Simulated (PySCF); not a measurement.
Orbital picture of InHg⁺

ωB97X at R = 3.213 Å; basis In def2-SVP with ECP28, Hg def2-SVP with ECP60; scalar-relativistic core potentials; PySCF 2.14. State: ¹Σ⁺ (singlet), closed shell. Only the outer orbitals are listed, counted within each symmetry, core potentials removing the inner ones.

```
orbital  occ.  ε (eV)  on In (%)           main shells (%)
     6σ     2  -19.43          8                   90 Hg d
     4π     2  -19.21          0                  100 Hg d
     4π     2  -19.21          0                  100 Hg d
     2δ     2  -19.09          0                  100 Hg d
     2δ     2  -19.09          0                  100 Hg d
     7σ     2  -17.56         79  79 In s, 10 Hg s, 9 Hg d
     8σ     2  -14.09         18          82 Hg s, 11 In s
     5π     0   -5.33         94                   94 In p
     5π     0   -5.33         94                   94 In p
     9σ     0   -5.18         71  70 In p, 20 Hg p, 9 Hg s
```

Task: Which are the highest filled and the lowest empty level, where do they sit, and how wide is the gap?

Result: Highest filled 8σ at -14.09 eV (in %: 82 Hg s, 11 In s); lowest empty 5π at -5.33 eV (in %: 94 In p); the gap at ωB97X is 8.76 eV.

The bond order (Mayer) is 0.30, the ⟨S²⟩ is 0.000 and the charge on In (Mulliken, basis-dependent) is 0.87. The charge on In (Löwdin, basis-dependent) is 0.77 and the dipole moment (positive dipole points towards Hg; it is taken about the centre of mass and depends on that origin) is -5.94 D.

Closed-shell solutions of metal pairs were not tested for spin polarisation, which can lower them a little. Spin–orbit coupling is left out.
